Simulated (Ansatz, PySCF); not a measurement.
Sn(F)2 anion (F₂Sn), SMILES [Sn]([F])[F] (connectivity only; charge and spin as stated), charge -1, multiplicity 2. Atoms are numbered in the order given.

```xyz
3

Sn     0.0000     0.0000     0.4245
F      0.0000    -1.5502    -0.9650
F      0.0000     1.5502    -0.9650
```
Charge -1, spin multiplicity 2.

Coordinates come from a B3LYP-D3(BJ)/def2-SVPD optimisation. The spin state was assumed, not searched. The isomer is the one that the SMILES or the coordinates give; other isomers of the formula were not compared. The def2 effective core potentials stand for the cores of Sn; spin–orbit coupling is left out.

Two levels are set side by side: PBE-D3(BJ)/def2-SVPD (Ansatz, an electronic-structure program) and B3LYP-D3(BJ)/def2-SVPD (Ansatz). Each level has its own optimised geometry; the coordinates shown are those of the second. Frequencies come from the Hessian of PySCF at each geometry. Differences are taken from unrounded values.

```
quantity                            B3LYP-D3(BJ)  PBE-D3(BJ)  PBE-D3(BJ) minus B3LYP-D3(BJ)
----------------------------------  ------------  ----------  -----------------------------
mean bond length (Å)                       2.082       2.096                          0.014
bond Sn1–F2 (Å)                            2.082       2.096                          0.014
bond Sn1–F3 (Å)                            2.082       2.096                          0.014
highest harmonic wavenumber (cm⁻¹)           455         442                            -13
mean harmonic wavenumber (cm⁻¹)              346         335                            -11
zero-point energy (kcal/mol)                1.48        1.44                          -0.05
```

GGA bonds tend to be longer and softer than those of functionals with exact exchange. Differences between two approximate levels are no errors against the true value.
